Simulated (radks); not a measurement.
Question: Neutral molybdenum, [Kr] 4d5 5s1. Calculated with a radial shooting solver on a logarithmic mesh with Libxc functionals: non-relativistic Kohn-Sham, PBE, spin-polarised, spherical densities, point nucleus. Every spin shell is full or empty, so the densities are truly spherical. Functionals are evaluated on that one density, not self-consistently. Rank these exchange functionals by their error against the exact value of the orbitals, and give that value: LDA, PBE, PBEsol, PW91, B86b, G96, EV93, APBE, TPSS, revTPSS, SCAN, r2SCAN, MS2, MVS.

Answer: Exact: -119.804 hartree. From best to worst, with 100 (|E| - |E exact|)/|E exact| (equal figures are ties): r2SCAN -0.03, PW91 +0.04, B86b +0.06, MVS +0.07, EV93 -0.14, TPSS -0.17, SCAN +0.25, G96 +0.37, PBE -0.39, APBE +0.40, MS2 -0.48, revTPSS -0.84, PBEsol -2.37, LDA -5.17.
